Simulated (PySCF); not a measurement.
**SMILES C(c1c(C)c1=O)=O, C5H4O2**

Cartesian coordinates in Å; atom numbers follow the order of the lines, from 1:
```xyz
11

C    -1.396   -0.522   -0.357
C    -0.233    0.356   -0.170
C     1.094    0.402    0.099
C     2.239   -0.491    0.382
O     2.116   -1.688    0.430
C     0.413    1.644   -0.115
O     0.384    2.840   -0.193
H    -1.122   -1.581   -0.261
H    -1.842   -0.338   -1.347
H    -2.170   -0.269    0.385
H     3.220    0.012    0.544
```

Method: PySCF, TDDFT CAM-B3LYP/def2-TZVPD excited states, vertical, gas phase. Geometry: PBE0-D3(BJ)/def2-SVP.

How strongly do the lowest singlets absorb one photon, and two photons of half the energy?

δ for parallel linear polarisation; σ at the peak of a Lorentzian of half width 0.1 eV, single beam; Ω is circular over linear.
| state | E (eV) | f | photon λ (nm) | δ (au) | σ (GM) | Ω | main |
| --- | --- | --- | --- | --- | --- | --- | --- |
| S1 | 2.95 | 0.001 | 839 | 0.56 | 0.00 | 1.50 | HOMO→LUMO 0.86, HOMO−2→LUMO 0.11 |
| S2 | 4.13 | 0.000 | 601 | 2.98 | 0.02 | 1.50 | HOMO−2→LUMO 0.82, HOMO→LUMO 0.11 |
| S3 | 5.34 | 0.198 | 464 | 243 | 2.54 | 0.70 | HOMO−1→LUMO 0.97 |
| S4 | 5.47 | 0.000 | 454 | 5.09 | 0.06 | 1.50 | HOMO→LUMO+3 0.82 |
| S5 | 6.09 | 0.001 | 407 | 24.8 | 0.34 | 0.67 | HOMO→LUMO+1 0.86 |
| S6 | 6.23 | 0.000 | 398 | 0.33 | 0.01 | 1.50 | HOMO−3→LUMO 0.89 |

Among these, the strongest one-photon state is S3, the strongest two-photon state S3, with a dipole change of 4.2 D (relaxed, norm of the difference vector).
